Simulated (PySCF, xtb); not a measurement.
HInO, SMILES [OH][In] (connectivity only; charge and spin as stated), neutral, multiplicity 1.

GFN2-xTB (xtb 6.7.1) at its own geometry gives an orbital gap of 6.56 eV and a dipole moment of 2.08 D.

Geometry optimised at B3LYP-D3(BJ)/def2-TZVP. A frequency run showed that this geometry is not a minimum. The def2 effective core potentials stand for the cores of In; spin–orbit coupling is left out.

Question: What does r2SCAN/def2-TZVPD (PySCF) give? (An estimate is asked for; the answer gives what the named calculation found.)

Answer: gap 4.95 eV (levels -6.55 and -1.60 eV), dipole 1.05 D.
